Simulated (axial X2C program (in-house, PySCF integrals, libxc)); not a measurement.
## Worked dissociation energy of HfGe: CCSD(T), without spin–orbit coupling

Computed with an axial X2C code built on PySCF integrals. Spin-free means the one-electron spin-free X2C Hamiltonian. Basis: Hf dyall-cv3z [13s14p9d7f4g], Ge dyall-cv3z [9s9p7d4f1g] (cores contracted in-house); Gaussian nuclei, density fitting, unrestricted open shells. Masses: Hf 179.947 u, Ge 73.921 u.

Molecular state: M_S = 1, Λ = 1 (beyond evenly filled blocks: σα, π+α, π+β, π-α).

Correlated methods: 8 electrons correlated (number of frozen shells: Hf 5 s, 4 p, 2 d, 1 f; Ge 3 s, 2 p, 1 d), 354 virtual spin orbitals or spinors in MP2, 90 natural virtuals in coupled cluster.

- E(Hf) (2M_S = 2, M_L = 2): -15073.657304 hartree
- E(Ge) (2M_S = 2, M_L = 0): -2097.184785 hartree
- E(HfGe) at Re: -17170.926310 hartree
- ωe: 243.1 cm⁻¹
- ωexe: 1.03 cm⁻¹

Question: Work out De and D0.

Answer: De = -15073.657304 + (-2097.184785) − (-17170.926310) = 0.08422 hartree = 2.292 eV. The zero-point energy is ωe/2 − ωexe/4 = 121 cm⁻¹ = 0.015 eV, so D0 = 2.277 eV.

One determinant describes the state; a PBE0 search over occupations chose it and may have missed a lower one. De is counted from the lowest determinant-based energies of the atoms at the same level, without counterpoise correction. Coupled cluster ran in a truncated set of natural virtual spinors; the MP2 energy of the rest was added. (T) has no such correction and the atoms are truncated less, which lowers De at CCSD(T) by a hundredth of an eV or more. Other states lie close and PBE0, whose exact exchange favours high spin, may order them wrongly; the determinant shown need not be the ground state. The nearest other spin-free determinant of the search, M_S = 0, Λ = 1, lies 0.13 eV up at the distance of the search. The outer-core s and p shells of the metal are frozen in the correlated rows, which leaves out core–valence correlation; for alkali and alkaline-earth bonds that tends to lengthen them. The determinant is spin-polarised beyond a pure state at some levels (its spin-free form has ⟨S²⟩ too high), which makes Re and μ there less reliable. The T1 diagnostic is large, a sign of multireference character. With the outer-core shells frozen, correlated bond lengths of heavy atoms tend to come out a few hundredths of an ångström too long. Spin-free De lacks the spin–orbit lowering of the heavy p-block atom, a tenth of an eV or more for 4p and 5p, up to an eV for 6p and one to two eV for 7p atoms, less what an open-shell molecule gains itself.

Each atomic determinant is the lowest at this level and need not be a pure term. Totals compare only within one Hamiltonian and basis.
